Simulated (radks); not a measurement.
The numbers below are computed, except where a source is named.
Coulomb parameter of the 4d shell of the zirconium ion Zr+ in the model configuration [Kr] 4d1 5s1 5p1, as a second difference U = [E(n + 1) + E(n - 1) - 2 E(n)] / (1)^2 with all orbitals relaxed. "Bare": the charge of the atom changes with n. "Screened": the 5p shell takes up the change at fixed total charge, which measures U(4d,4d) + U(5p,5p) - 2 U(4d,5p). Level of theory: scalar-relativistic Kohn-Sham, PBE, spin-unpolarised, spherical densities, point nucleus (a radial shooting solver on a logarithmic mesh with Libxc functionals).

\begin{tabular}{lrr}
case & configuration & E - E(n) (eV) \\ \hline
start & [Kr] 4d1 5s1 5p1 & 0.000 \\
bare +1 & [Kr] 4d2 5s1 5p1 & -8.668 \\
bare -1 & [Kr] 5s1 5p1 & 18.047 \\
screened +1 & [Kr] 4d2 5s1 & -4.572 \\
screened -1 & [Kr] 5s1 5p2 & 6.440 \\
\end{tabular}

U(bare) = 9.378 eV, U(screened by 5p) = 1.868 eV, against the Slater integral F0(4d,4d) = 12.464 eV with frozen orbitals.
